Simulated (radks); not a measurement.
Values are calculated unless marked as measured or tabulated.
Task: All-electron atom: the chlorine ion Cl14+ in [He] 2s1. Level of theory: scalar-relativistic Kohn-Sham, PBE, spin-polarised, spherical densities, finite nucleus; open shells are filled with parallel spins first; Fermi nuclear charge, rms radius 3.3654 fm (a radial shooting solver on a logarithmic mesh with Libxc functionals). Some entries of the table are withheld. Estimate them.

orbital  occ.  eigenvalue (eV)  <r^2> (bohr^2)
1s up       1              (1)             (2)
1s down     1              (3)             (4)
2s up       1        -785.9772          0.1676

Result: 
(1) 1s up eigenvalue (eV): -3469.768
(2) 1s up <r^2> (bohr^2): 0.01090
(3) 1s down eigenvalue (eV): -3465.362
(4) 1s down <r^2> (bohr^2): 0.01089
